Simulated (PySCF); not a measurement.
**Unknown compound**

An unknown has the formula C5H11ClOSi2. Its calculated NMR data are:

¹H NMR (300 MHz, computed): δ 6.95 (t, 1H), 6.67 (m, 1H), 5.71 (m, 1H), 5.61 (m, 1H), 5.31 (d, 2H), 5.23 (s, 2H), 3.87 (s, 3H).

¹³C{¹H} NMR (computed): δ 163.2, 159.0, 152.4, 125.2, 54.1.

Method: σ from GIAO-PBE0/pcSseg-1, GFN2-xTB structure, in PySCF 2.14.0 with density-fitted response routines (equivalent nuclei averaged, single conformer, no solvent model, non-relativistic).

Referencing at the same level of theory: ¹H (31.72 ppm) and ¹³C (186.93 ppm) vs TMS.

Q: Which candidate is it?
A. CC/C([SiH3])=C(/[SiH3])C(=O)Cl
B. C=C/C(=C/[SiH2]OC)[SiH2]Cl
C. C[SiH2]/C=C(/Cl)C(=O)C[SiH3]
D. OCCC1=C(CCl)[SiH2][SiH2]1

A: B. 

The formula gives 2 degrees of unsaturation (no ring in the answer). 5 carbon signals for 5 carbons: no two carbons are equivalent. Carbon types of the structure: 1 × C, 2 × CH, 1 × CH2, 1 × CH3, leaving 4 H on heteroatoms. δC 163.2: fully substituted alkene carbon; as expected for a trigonal carbon in a double bond. δC 159.0, 152.4: alkene CH; an sp2 carbon of a C=C bond. δC 125.2: terminal =CH2 carbon; an sp2 carbon of a C=C bond. δH 6.95, 6.67: hydrogen on an alkene CH; a vinylic proton, deshielded by the sp2 carbon and the C=C anisotropy. δH 3.87: hydrogen on a methyl carbon bonded to O; its carbon carries O, an electronegative neighbour.

The others: CC/C([SiH3])=C(/[SiH3])C(=O)Cl would give 4 signals for carbon-bound and other non-exchanging H, not 7; C[SiH2]/C=C(/Cl)C(=O)C[SiH3] would give 5 signals for carbon-bound and other non-exchanging H, not 7; OCCC1=C(CCl)[SiH2][SiH2]1 would give 5 signals for carbon-bound and other non-exchanging H, not 7.

Shifts are as computed. Against solution values, carbons near 30 ppm lie about +3 ppm off and those near 130 ppm about +5 ppm. Of 1211 compounds with measured shifts, 218 miss one by over three times the rms of a fit or turn the order of signals round; such compounds aren't used in these exercises. Multiplicities follow the n + 1 count of equivalent neighbours, as no J values were calculated; m marks all less simple cases, F and P coupling included.
